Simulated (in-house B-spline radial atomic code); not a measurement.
Solving the quasi-particle equation for 3p of Sc IV (Sc3+)

Configuration [Ne] 3s2 3p6, start LDA VWN5; correlation leaves out the deepest shell. Computed with a B-spline radial code for spherical atoms: all electrons, scalar-relativistic (spin-free one-electron X2C), finite nucleus, each spin shell either full or empty, empty states to l = 9 with an (l + 1/2)⁻⁴ tail; G0W0 by contour deformation at full frequency.

At the mean-field level ε = -64.632 eV the matrix elements are Σx = -35.573 eV, v_xc = -26.655 eV and Σc(ε) = -0.58 eV, and the slope of the correlation self-energy is dΣc/dω = -0.0612. The quasi-particle energy solves E = ε + Σx − v_xc + Σc(E).

(1) What does the linearised equation give?

(2) How does that compare with the full solution and with static screening?

Results:

(1) Z = 1/(1 − dΣc/dω) = 1/1.0612 = 0.9423. The first-order shift is Σx − v_xc + Σc(ε) = -35.573 − (-26.655) + (-0.58) = -9.498 eV, so E ≈ ε + Z × shift = -64.632 + 0.9423 × (-9.498) = -73.582 eV.

(2) Solving the equation at full frequency dependence gives E = -73.549 eV, where Σc = 0.001 eV and the weight is 0.934; the linearised value is off by 33 meV. Leaving Z out would give -74.130 eV. Static COHSEX puts -3.820 eV in place of Σc and gives -77.370 eV, 3.82 eV deeper. The tabulated removal energy is 73.489 eV (NIST, measured); the run leaves out spin-orbit coupling, Breit and QED terms.
